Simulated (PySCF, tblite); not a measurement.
Isomers of C4H9P2Si (doublet state). Method: GFN2-xTB as coded in tblite; computed harmonic values from a numerical Hessian at the method's own geometry, unscaled. The method is semi-empirical: single wavenumbers can be off by several per cent or more. Modes of hydrogen on phosphorus and silicon can be 10 to 20 % off. One conformer each. Open shells enter through the occupations alone, without spin polarisation, and single modes of such species can be off by tens of per cent.

Electronic energies: B3LYP/pcH-1 single points on the GFN2-xTB geometries (PySCF, gas phase).

```csv
SMILES,"electronic energy, lowest = 0 (kcal/mol)"
C=[C]/C=C\[SiH](P)P,19.5
C#CCC[Si](P)P,24.0
C=C/C=C\[Si@@H]([PH])P,0.0
C#CCC[Si@H]([PH])P,17.6
C=C/C=C\[Si](P)P,4.4
C#C[CH]C[SiH](P)P,24.2
```

How do GFN2-xTB zero-point energies change the relative energies?

```tsv
SMILES	ZPE (kcal/mol)	of it from modes above 1550 cm⁻¹	electronic (kcal/mol)	with ZPE, lowest = 0 (kcal/mol)	lowest mode (cm⁻¹)	rings
C=C/C=C\[Si@@H]([PH])P	67.6	39.6	0.0	0.0	28	0
C=C/C=C\[Si](P)P	68.5	39.8	4.4	5.4	28	0
C#CCC[Si@H]([PH])P	67.6	38.1	17.6	17.7	19	0
C=[C]/C=C\[SiH](P)P	64.9	36.6	19.5	16.9	33	0
C#CCC[Si](P)P	68.5	38.4	24.0	25.0	30	0
C#C[CH]C[SiH](P)P	64.7	37.2	24.2	21.3	24	0
```

The zero-point energies span 3.8 kcal/mol, from `C#C[CH]C[SiH](P)P` to `C=C/C=C\[Si](P)P`. The lowest isomer stays, but the order above it changes.

And how do the electronic energies of GFN2-xTB itself compare?

`C=C/C=C\[Si@@H]([PH])P` 2.3; `C=C/C=C\[Si](P)P` 0.0; `C#CCC[Si@H]([PH])P` 9.6; `C=[C]/C=C\[SiH](P)P` 19.0; `C#CCC[Si](P)P` 8.6; `C#C[CH]C[SiH](P)P` 22.0 kcal/mol, lowest = 0. Against the energies above, taken from the same isomer `C=C/C=C\[Si@@H]([PH])P`, the largest difference is 17.7 kcal/mol.

What do entropy and thermal enthalpy add at 298.15 K and 1 bar (rigid rotor, harmonic oscillator, one conformer each)?

```csv
SMILES,point group,symmetry number,S (cal/(mol K)),H − H(0) (kcal/mol),ZPE + H − H(0) − TS (kcal/mol)
C=C/C=C\[Si@@H]([PH])P,C1,1,109.6,7.81,42.7
C=C/C=C\[Si](P)P,C1,1,108.3,7.65,43.9
C=[C]/C=C\[SiH](P)P,C1,1,111.3,8.07,39.8
C#CCC[Si](P)P,C1,1,109.7,7.85,43.7
```

S holds R ln(2S + 1) for the spin.

Not tabulated: `C#CCC[Si@H]([PH])P` (lowest mode only 19 cm⁻¹); `C#C[CH]C[SiH](P)P` (lowest mode only 24 cm⁻¹).
